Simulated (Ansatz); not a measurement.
Total energies of Cu2F2⁻ from Ansatz at PBE-D4/def2-TZVPD, gas phase (1 Eh = 27.2114 eV = 2625.5 kJ/mol). The reference geometry is relaxed at PBE0-D4/def2-SVPD.

Cartesian coordinates in Å:
```
Cu 0.505 0.465 -1.842
Cu -0.134 -0.191 0.586
F -0.606 1.302 -0.433
F 0.235 -1.576 1.690
```

```tsv
state	geometry	energy (Eh)
charge -1 doublet	reference	-3480.30169
charge 0 singlet	reference	-3480.21715
charge -1 quartet	relaxed at PBE0-D4/def2-SVPD	-3480.20274
```

Q: Work out the vertical ionisation energy to the singlet.

A: E(charge 0 singlet) − E(charge -1 doublet) = -3480.21715 − (-3480.30169) = 0.08454 Eh = 2.30 eV. For comparison, −ε of the highest occupied level of the spin that leaves is -0.32 eV at this level, 2.62 eV less.

Q: Which of the charge -1 states is lowest, and how far above it are the others?

A: The doublet. quartet: -3480.20274 − (-3480.30169) = 0.09895 Eh = 259.8 kJ/mol.

At PBE-D4/def2-TZVPD the highest occupied level of the charge -1 doublet lies above zero (up to 0.32 eV). By energy differences its removal costs 2.30 eV (vertical, to the charge 0 singlet, at PBE-D4/def2-TZVPD); a positive level beside a positive removal energy at the same level points to self-interaction error. At PBE-D4/def2-TZVPD the highest occupied level of the charge -1 quartet lies above zero (up to 0.97 eV). It is a level of α spin, whose loss leaves a triplet; that state wasn't run at this geometry and level. The electron is either unbound and held by the finite basis, or the level is raised by self-interaction error. 

The structure comes from a short search, and lower isomers may exist.
